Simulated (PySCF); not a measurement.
Two species compared at the same levels of theory.

First species: C8H7O2P.
SMILES: `O(c1ccc(cc1)P=C=O)C`

Second species: C₆H₁₃ClO₂S.
InChI=1S/C6H13ClO2S/c1-5(2)6(3)4-10(7,8)9/h5-6H,4H2,1-3H3/t6-/m0/s1

Levels: PBE0/pcSseg-1 for dipole moment, HOMO energy, LUMO energy and HOMO–LUMO gap; GFN2-xTB for rotational constant A and rotational constant C. Geometries: GFN2-xTB. Each structure is a single optimised conformer of the isolated species, non-relativistic unless stated; the electronic structure was computed with PySCF and density fitting.

Dipoles, sizes and rotational constants follow the conformer. The torsions of the flexible species, by atom-mapped SMILES:
- `[CH3:1][O:2][c:3]1[cH:4][cH:5][c:6]([P:7]=[C:8]=[O:9])[cH:10][cH:11]1`: C1–O2–C3–C4 180°, C5–C6–P7–C8 -156°
- `[CH3:1][CH:2]([CH3:3])[C@@H:4]([CH3:5])[CH2:6][S:7](=[O:8])(=[O:9])[Cl:10]`: C1–C2–C4–C5 163°, C2–C4–C6–S7 170°, C4–C6–S7–O8 -41°

```csv
property,column X,column Y
dipole moment,4.63 D,2.86 D
HOMO energy,-8.96 eV,-6.07 eV
LUMO energy,-1.31 eV,-1.94 eV
HOMO–LUMO gap,7.65 eV,4.13 eV
rotational constant A,1.657 GHz,2.549 GHz
rotational constant C,0.510 GHz,0.407 GHz
```

Q: Which column belongs to which species?

A: Column X is the second species and column Y the first. The first has 18 atoms and 86 electrons, the second 23 and 98.

Q: How does each property change from the first species to the second?

A: dipole moment +1.77 D; HOMO energy -2.89 eV; LUMO energy +0.63 eV; HOMO–LUMO gap +3.52 eV; rotational constant A -0.892 GHz; rotational constant C +0.103 GHz.

On the first: In atomic units the dipole is 1.12 e·bohr (1 au = 2.5417 D).

On the second: The dipole equals about 15.4 × 10⁻³⁰ C·m (1 D = 3.33564 × 10⁻³⁰ C·m).
